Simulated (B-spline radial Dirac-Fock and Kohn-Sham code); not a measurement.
# Pt⁴⁺: non-radiative channels of the 2p1/2 vacancy

System: the Pt⁴⁺ ion in the configuration [Xe] 4f14 5d6, inside a Watson sphere of charge -4 and radius 2.4 Å (a model of the Madelung potential; inside it an electron's potential energy is raised by 24.0 eV).

Input file task.json (cfg lists n, l and occupation; rrms is the nuclear radius in fm):

```json
{"items": [{
  "Z": 78,
  "q": 4,
  "cfg": [[1, 0, 2], [2, 0, 2], [2, 1, 6], [3, 0, 2], [3, 1, 6], [3, 2, 10], [4, 0, 2], [4, 1, 6], [4, 2, 10], [4, 3, 14], [5, 0, 2], [5, 1, 6], [5, 2, 6]],
  "A": 195,
  "rrms": 5.427,
  "watson": [-4, 2.4],
  "do": ["binding", "quiet", "decay"],
  "holes": ["K", "L1", "L2", "L3", "M1", "M2", "M3", "M4", "M5", "N1", "N2", "N3", "N4", "N5", "N6", "N7"]
}]}
```

Launch: `python xray_run.py task.json out`

These are calculated numbers from a radial finite-basis atomic code; the model is independent-particle radiative and Coulomb Auger rates from relativistic LDA hole-state orbitals, with Dirac-Fock energies. Kinetic energies are configuration averages from the vacuum level; the two-hole energies are estimated from single-hole states.

```
transition  kinetic energy (eV)  width (meV)  share (%)
   L2-L3N2               1011.2          205        5.7
   L2-L3N3               1105.8         56.2        1.6
   L2-L3N4               1295.6          264        7.3
   L2-L3N5               1314.2         73.9        2.0
   L2-M1M2               6837.5          108        3.0
   L2-M2M2               7093.4          106        2.9
   L2-M2M3               7483.7          300        8.3
   L2-M2M4               7933.0          150        4.1
   L2-M2M5               8005.1          239        6.6
   L2-M3M4               8308.6          192        5.3
   L2-M4M4               8749.0          152        4.2
   L2-M4M5               8828.8          633       17.5
   L2-M2N3               9641.4         68.6        1.9
   L2-M4N4              10661.1         53.1        1.5
   L2-M4N5              10677.2          121        3.4
   L2-M5N4              10740.2         90.2        2.5
```

The listed channels hold 78 % of the non-radiative rate. Summed by principal shells, of 3.61 eV in all: LMM 54.4 %, LMN 20.8 %, LLN 18.0 %, LMO 2.3 %, LLO 2.0 %, LNN 1.9 %.
